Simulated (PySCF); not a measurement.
Members of one family of related compounds. Method: TDDFT CAM-B3LYP/def2-SVPD, vertical, gas phase, core orbitals frozen in the response in PySCF. Geometries: PBE0-D3(BJ)/def2-SVP; one conformer of each isolated species. Triplets are in the Tamm–Dancoff approximation. 'Strongest' means the level of largest summed f among the lowest 10 singlets; it needn't be the same kind of state in each. Relativistic effects are left out although some hold elements past zinc.

Problem. Rank by computed energy of the strongest computed level, highest first.
A. `OB(O)[SiH]([SiH3])[SiH3]`
B. `[SiH3][SiH]([SiH3])[O][GeH3]`
C. `COC[SiH]([SiH3])[SiH3]`
D. `[SiH3]S[SiH]([SiH3])[SiH3]`

Solution. C (7.72 eV), A (7.54 eV), B (7.41 eV), D (6.90 eV).

```csv
SMILES,strongest (eV),gap (eV),α (au),f (S1),f (strongest),S1 mainly
COC[SiH]([SiH3])[SiH3],7.72,9.93,121.3,0.044,0.33,H→L (39%)
OB(O)[SiH]([SiH3])[SiH3],7.54,8.98,115.0,0.009,0.33,H-1→L+1 (75%)
[SiH3][SiH]([SiH3])[O][GeH3],7.41,8.87,123.3,0.010,0.21,H→L (91%)
[SiH3]S[SiH]([SiH3])[SiH3],6.90,8.48,138.0,0.008,0.09,H→L (93%)
```

H and L stand for HOMO and LUMO.

Without π bonds the low states are Rydberg-like; a valence basis with one diffuse set may place them up to an eV too high.
